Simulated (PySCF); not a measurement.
Spin-rotation constants: SMILES BNB(Br)CC, C$_{2}$H$_{8}$B$_{2}$BrN

Geometry (Å), atoms numbered from 1 in this order:
```xyz
14

B     2.8800   -0.1411    0.1065
N     1.5668    0.3639    0.2320
B     0.3108   -0.2945    0.2366
Br    0.2283   -2.1641    0.0470
C    -1.0196    0.5654    0.3883
C    -2.3209   -0.2246    0.5516
H     3.7681    0.6207    0.1327
H     3.0582   -1.2878   -0.0197
H     1.5046    1.3687    0.3371
H    -0.9166    1.2511    1.2379
H    -1.1185    1.2152   -0.4907
H    -2.2823   -0.8512    1.4406
H    -3.1700    0.4494    0.6448
H    -2.4897   -0.8717   -0.3068
```

Method: PySCF, GIAO PBE0/pcSseg-1 magnetisability, rotational g tensor and spin-rotation constants, non-relativistic, gas phase. Geometry: GFN2-xTB.

The calculation is non-relativistic, which matters for the atoms heavier than Zn.

Q: Give the nuclear spin-rotation constants along the inertial axes (H = +C I·J) beside the isotropic shieldings.

A: Rotational constants 2.4358, 1.9811, 1.1083 GHz. A star marks the isotopologue with that one atom substituted, in its own axes.
| atom | isotope | Caa (kHz) | Cbb (kHz) | Ccc (kHz) | mean (kHz) | σ (ppm) |
| --- | --- | --- | --- | --- | --- | --- |
| B1 | 11B | 0.979 | 0.671 | 0.159 | 0.603 | 52.6 |
| N2 | 14N | 0.260 | 0.350 | 0.044 | 0.218 | 81.2 |
| B3 | 11B | 0.881 | 0.728 | 0.215 | 0.608 | 44.7 |
| Br4 | 79Br | 4.731 | 1.853 | 0.449 | 2.345 | 2406.4 |
| H7 | 1H | 0.036 | -0.050 | -0.110 | -0.041 | 26.4 |
| H8 | 1H | -0.176 | 0.142 | -0.106 | -0.046 | 25.7 |
| H9 | 1H | -0.257 | 0.206 | -0.133 | -0.061 | 24.5 |
| H10 | 1H | -0.267 | -0.084 | -0.055 | -0.135 | 30.5 |
| H11 | 1H | -0.264 | -0.158 | -0.015 | -0.146 | 30.4 |
| H12 | 1H | -0.252 | -0.165 | -0.010 | -0.142 | 30.5 |
| H13 | 1H | -0.055 | -0.132 | -0.119 | -0.102 | 30.6 |
| H14 | 1H | -0.245 | -0.100 | -0.044 | -0.130 | 30.3 |
| C5 | 13C* | 0.341 | 0.307 | 0.154 | 0.267 | 166.8 |
| C6 | 13C* | 0.322 | 0.256 | 0.154 | 0.244 | 173.6 |

For the geometry as given, no vibrational averaging.

Q: How do the rotational constants and the g tensor change when H7, H8, H9, H10, H11, H12, H13, H14 are replaced by deuterium?

A: Constants 2.1706, 1.6321, 0.9542 GHz; g -0.0151, -0.0167, -0.0002, against -0.0165, -0.0203, -0.0001 before.
